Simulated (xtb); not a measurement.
H$_{12}$N$_{4}$Zn (SMILES [NH3]->[Zn+2](<-[NH3])(<-[NH3])<-[NH3]), charge +2, singlet, at a GFN2-xTB geometry (such geometries of metal compounds can be far from the true shape); GFN2-xTB in xtb.

xtb was given this input:
```
$ xtb mol.xyz --gfn 2 --chrg 2 --grad --json

# file mol.xyz
17

Zn     0.00000000    -0.00000000     0.00000000
N     -1.53567250    -0.90701452     1.02316825
H     -1.28458859    -1.19587345     1.97191899
H     -1.88481727    -1.75705256     0.57356415
H     -2.36073738    -0.31334349     1.13907004
N     -0.67437130     0.61833595    -1.84139149
H      0.05295694     1.03499625    -2.42790527
H     -1.41112412     1.32653274    -1.79381863
H     -1.07032581    -0.13482610    -2.40935059
N      0.66804094     1.62596606     1.06667441
H      1.06679797     1.38554945     1.97760979
H     -0.06239770     2.31203602     1.27253355
H      1.40129632     2.15771587     0.59108080
N      1.54200285    -1.33728749    -0.24845116
H      1.89464507    -1.72719605     0.62917368
H      2.36426521    -0.93737986    -0.70732924
H      1.29402935    -2.15115882    -0.81654727
```

Write the output that xtb gives for this input, abridged.


```
   ID    Z sym.   atoms
    1   30 Zn     1
    2    7 N      2, 6, 10, 14
    3    1 H      3-5, 7-9, 11-13, 15-17

           -------------------------------------------------
          |                Calculation Setup                |
           -------------------------------------------------

           -------------------------------------------------
          |                 G F N 2 - x T B                 |
           -------------------------------------------------

          ...................................................
          :                      SETUP                      :
          :.................................................:
          :  # basis functions                  32          :
          :  # atomic orbitals                  32          :
          :  # shells                           22          :
          :  # electrons                        32          :
          :  max. iterations                   250          :
          :  Hamiltonian                  GFN2-xTB          :
          :  restarted?                      false          :
          :  GBSA solvation                  false          :
          :  PC potential                    false          :
          :  electronic temp.          300.0000000     K    :
          :  accuracy                    1.0000000          :
          :  -> integral cutoff          0.2500000E+02      :
          :  -> integral neglect         0.1000000E-07      :
          :  -> SCF convergence          0.1000000E-05 Eh   :
          :  -> wf. convergence          0.1000000E-03 e    :
          :  Broyden damping             0.4000000          :
          :  net charge                          2          :
          :  unpaired electrons                  0          :
          ...................................................

 iter      E             dE          RMSdq      gap      omega  full diag
   1    -17.1538800 -0.171539E+02  0.564E+00    5.35       0.0  T
   2    -17.4531067 -0.299227E+00  0.261E+00    8.45       1.0  T
   3    -17.6400723 -0.186966E+00  0.119E+00    6.30       1.0  T
   4    -17.6526050 -0.125327E-01  0.385E-01    6.73       1.0  T
   5    -17.6530626 -0.457655E-03  0.326E-02    6.66       1.0  T
   6    -17.6530713 -0.867698E-05  0.156E-02    6.67       1.6  T
   7    -17.6530711  0.229355E-06  0.432E-03    6.66       5.6  T
   8    -17.6530718 -0.687992E-06  0.535E-04    6.66      45.3  T
   9    -17.6530718 -0.822993E-09  0.511E-05    6.66     474.4  T

   *** convergence criteria satisfied after 9 iterations ***

         :::::::::::::::::::::::::::::::::::::::::::::::::::::
         ::                     SUMMARY                     ::
         :::::::::::::::::::::::::::::::::::::::::::::::::::::
         :: total energy             -17.444061825396 Eh    ::
         :: gradient norm              0.000016855807 Eh/a0 ::
         :: HOMO-LUMO gap              6.661988091655 eV    ::
         ::.................................................::
         :: SCC energy               -17.652987124707 Eh    ::
         :: -> isotropic ES            0.372851808446 Eh    ::
         :: -> anisotropic ES         -0.027719528908 Eh    ::
         :: -> anisotropic XC          0.010530048920 Eh    ::
         :: -> dispersion             -0.006884837985 Eh    ::
         :: repulsion energy           0.208925299311 Eh    ::
         :: add. restraining           0.000000000000 Eh    ::
         :: total charge               2.000000000000 e     ::
         :::::::::::::::::::::::::::::::::::::::::::::::::::::

           -------------------------------------------------
          |                Property Printout                |
           -------------------------------------------------

    * Orbital Energies and Occupations

         #    Occupation            Energy/Eh            Energy/eV
      -------------------------------------------------------------
         1        2.0000           -0.9512571             -25.8850
       ...           ...                  ...                  ...
         4        2.0000           -0.9383724             -25.5344
         5        2.0000           -0.8781427             -23.8955
         6        2.0000           -0.8477081             -23.0673
         7        2.0000           -0.8477081             -23.0673
         8        2.0000           -0.8477081             -23.0673
         9        2.0000           -0.8436861             -22.9579
        10        2.0000           -0.8436861             -22.9579
        11        2.0000           -0.8416765             -22.9032
        12        2.0000           -0.8416765             -22.9032
        13        2.0000           -0.8416765             -22.9032
        14        2.0000           -0.7788466             -21.1935
        15        2.0000           -0.7788466             -21.1935
        16        2.0000           -0.7788466             -21.1935 (HOMO)
        17                         -0.5340230             -14.5315 (LUMO)
        18                         -0.3204300              -8.7193
        19                         -0.3204300              -8.7193
        20                         -0.3204300              -8.7193
        21                         -0.1909756              -5.1967
        22                         -0.1483046              -4.0356
        23                         -0.1483046              -4.0356
        24                         -0.1483046              -4.0356
        25                         -0.1373984              -3.7388
        26                         -0.1373984              -3.7388
        27                         -0.1373984              -3.7388
       ...                                ...                  ...
        32                          0.1466616               3.9909
      -------------------------------------------------------------
                  HL-Gap            0.2448236 Eh            6.6620 eV
             Fermi-level           -0.6564348 Eh          -17.8625 eV

     #   Z          covCN         q      C6AA      α(0)
     1  30 Zn       2.958     0.236   122.408    21.612
     2   7 N        3.318    -0.311    27.993     7.858
     3   1 H        0.859     0.251     0.881     1.470
     4   1 H        0.859     0.251     0.881     1.470
     5   1 H        0.859     0.251     0.881     1.470
     6   7 N        3.318    -0.311    27.993     7.858
     7   1 H        0.859     0.251     0.881     1.470
     8   1 H        0.859     0.251     0.881     1.470
     9   1 H        0.859     0.251     0.881     1.470
    10   7 N        3.318    -0.311    27.993     7.858
    11   1 H        0.859     0.251     0.881     1.470
    12   1 H        0.859     0.251     0.881     1.470
    13   1 H        0.859     0.251     0.881     1.470
    14   7 N        3.318    -0.311    27.993     7.858
    15   1 H        0.859     0.251     0.881     1.470
    16   1 H        0.859     0.251     0.881     1.470
    17   1 H        0.859     0.251     0.881     1.470

 Mol. C6AA /au·bohr⁶  :       1865.909285
 Mol. C8AA /au·bohr⁸  :      54902.323539
 Mol. α(0) /au        :         70.684974

Wiberg/Mayer (AO) data.
largest (>0.10) Wiberg bond orders for each atom

 ---------------------------------------------------------------------------
     #   Z sym  total        # sym  WBO       # sym  WBO       # sym  WBO
 ---------------------------------------------------------------------------
     1  30 Zn   2.127 --    14 N    0.501     6 N    0.501    10 N    0.501
                             2 N    0.501
     2   7 N    3.456 --     5 H    0.922     3 H    0.922     4 H    0.922
                             1 Zn   0.501
     3   1 H    0.937 --     2 N    0.922
     4   1 H    0.937 --     2 N    0.922
     5   1 H    0.937 --     2 N    0.922
     6   7 N    3.456 --     7 H    0.922     9 H    0.922     8 H    0.922
                             1 Zn   0.501
     7   1 H    0.937 --     6 N    0.922
     8   1 H    0.937 --     6 N    0.922
     9   1 H    0.937 --     6 N    0.922
    10   7 N    3.456 --    11 H    0.922    13 H    0.922    12 H    0.922
                             1 Zn   0.501
    11   1 H    0.937 --    10 N    0.922
    12   1 H    0.937 --    10 N    0.922
    13   1 H    0.937 --    10 N    0.922
    14   7 N    3.456 --    15 H    0.922    17 H    0.922    16 H    0.922
                             1 Zn   0.501
    15   1 H    0.937 --    14 N    0.922
    16   1 H    0.937 --    14 N    0.922
    17   1 H    0.937 --    14 N    0.922
 ---------------------------------------------------------------------------

Topologies differ in total number of bonds
Writing topology from bond orders to xtbtopo.mol

molecular dipole:
                 x           y           z       tot (Debye)
 q only:        0.000      -0.000      -0.000
   full:        0.000      -0.000      -0.000       0.000
molecular quadrupole (traceless):
                xx          xy          yy          xz          yz          zz
 q only:       -0.000      -0.000       0.000       0.000      -0.000       0.000
  q+dip:       -0.000      -0.000       0.000      -0.000      -0.000       0.000
   full:       -0.000      -0.000       0.000      -0.000      -0.000       0.000

           -------------------------------------------------
          | TOTAL ENERGY              -17.444061825396 Eh   |
          | GRADIENT NORM               0.000016855807 Eh/α |
          | HOMO-LUMO GAP               6.661988091655 eV   |
           -------------------------------------------------

normal termination of xtb
```
